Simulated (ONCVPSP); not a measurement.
**Pseudopotential generation for technetium (Tc): ONCV, LDA (Perdew-Zunger), scalar-relativistic.**

* Element: technetium (Tc)
* Generator: ONCVPSP 4.0.1
* Type: optimised norm-conserving Vanderbilt (ONCV)
* Functional: LDA (Perdew-Zunger)
* Relativity: scalar-relativistic
* Frozen core: [Ar] 3d10 4s2
* Valence charge: 13
* Reference configuration: 4p6 4d5 5s2
* Partial waves: 5s: rc 2.05 bohr, ncon 5, nbas 8, qcut 3.4 1/bohr, 3 projectors, debl 1.3 Ha; 4p: rc 1.40 bohr, ncon 3, nbas 6, qcut 12.3 1/bohr, 2 projectors, debl 0.4 Ha; 4d: rc 1.60 bohr, ncon 5, nbas 9, qcut 6.9 1/bohr, 3 projectors, debl 0.7 Ha
* Local potential: polynomial inside 1.35 bohr (lpopt 3, dvloc0 3 Ha)
* Core correction: Teter function, fcfact 4, rcfact 1.35

All-electron outer shells of the reference configuration (LDA (Perdew-Zunger), scalar-relativistic, ld1.x):

```
shell  level (eV)  outermost node (bohr)  outermost maximum (bohr)
   4s      -73.39                   0.50                      0.95
   4p      -45.40                   0.51                      1.03
   4d       -6.81                   0.50                      1.27
   5s       -5.27                   1.28                      2.72
```

Is a potential produced?

No. ONCVPSP 4.0.1 stopped with "optimize: ERROR ps0norm > uunorm, code will stop": the continuity conditions at rc already need more norm inside rc than the all-electron wave has, so norm conservation cannot be met. It happened in the s channel.
